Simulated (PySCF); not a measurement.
C3H5NSSi, SMILES [SiH3]c1cscn1. Atoms are numbered in the order given.

```xyz
11

Si     0.0843    -2.3944     0.0000
C     -0.0175    -0.5170     0.0000
C      1.0473     0.3601     0.0000
S      0.4909     1.9933     0.0000
C     -1.1473     1.3924     0.0000
N     -1.2594     0.0976     0.0000
H      1.5213    -2.7837     0.0000
H     -0.5774    -2.9503    -1.2101
H     -0.5774    -2.9503     1.2101
H      2.1120     0.1318     0.0000
H     -1.9914     2.0852     0.0000
```
Charge 0, spin multiplicity 1.

Geometry optimised at TPSSh-D3(BJ)/def2-SVP.

The numbers are results of TDA-ωB97X/def2-SVPD run with PySCF 2.14.0, not measurements.

Vertical excitations. Isolated molecule, no solvent. State labels are in the subgroup Cs.

Computed lowest excited states:
```json
[
 {"state": "S1", "symmetry": "A\"", "energy (eV)": "5.57", "λ (nm)": "223", "f": "0.000", "main pairs": "HOMO−1→LUMO 93 %"},
 {"state": "S2", "symmetry": "A'", "energy (eV)": "5.99", "λ (nm)": "207", "f": "0.100", "main pairs": "HOMO→LUMO 79 %"},
 {"state": "S3", "symmetry": "A\"", "energy (eV)": "6.47", "λ (nm)": "192", "f": "0.000", "main pairs": "HOMO→LUMO+1 67 %, HOMO→LUMO+9 12 %"},
 {"state": "S4", "symmetry": "A'", "energy (eV)": "6.55", "λ (nm)": "189", "f": "0.018", "main pairs": "HOMO−2→LUMO 65 %, HOMO→LUMO+2 18 %"},
 {"state": "S5", "symmetry": "A\"", "energy (eV)": "6.99", "λ (nm)": "177", "f": "0.005", "main pairs": "HOMO−1→LUMO+2 79 %"},
 {"state": "S6", "symmetry": "A\"", "energy (eV)": "7.23", "λ (nm)": "172", "f": "0.000", "main pairs": "HOMO−2→LUMO+1 63 %, HOMO−2→LUMO+9 11 %"},
 {"state": "S7", "symmetry": "A'", "energy (eV)": "7.36", "λ (nm)": "169", "f": "0.472", "main pairs": "HOMO→LUMO+2 63 %, HOMO−2→LUMO 15 %"},
 {"state": "S8", "symmetry": "A\"", "energy (eV)": "7.45", "λ (nm)": "167", "f": "0.001", "main pairs": "HOMO→LUMO+3 68 %"},
 {"state": "S9", "symmetry": "A\"", "energy (eV)": "7.47", "λ (nm)": "166", "f": "0.001", "main pairs": "HOMO−3→LUMO 76 %"},
 {"state": "S10", "symmetry": "A'", "energy (eV)": "7.83", "λ (nm)": "158", "f": "0.069", "main pairs": "HOMO−2→LUMO+2 40 %, HOMO−1→LUMO+1 32 %"},
 {"state": "T1", "symmetry": "A'", "energy (eV)": "3.87", "λ (nm)": "320", "f": "0", "main pairs": "HOMO→LUMO 87 %"},
 {"state": "T2", "symmetry": "A\"", "energy (eV)": "5.02", "λ (nm)": "247", "f": "0", "main pairs": "HOMO−1→LUMO 76 %, HOMO−1→LUMO+2 18 %"},
 {"state": "T3", "symmetry": "A'", "energy (eV)": "5.08", "λ (nm)": "244", "f": "0", "main pairs": "HOMO−2→LUMO 84 %"},
 {"state": "T4", "symmetry": "A'", "energy (eV)": "5.50", "λ (nm)": "225", "f": "0", "main pairs": "HOMO→LUMO+2 73 %"}
]
```
Triplets are in the Tamm–Dancoff approximation.
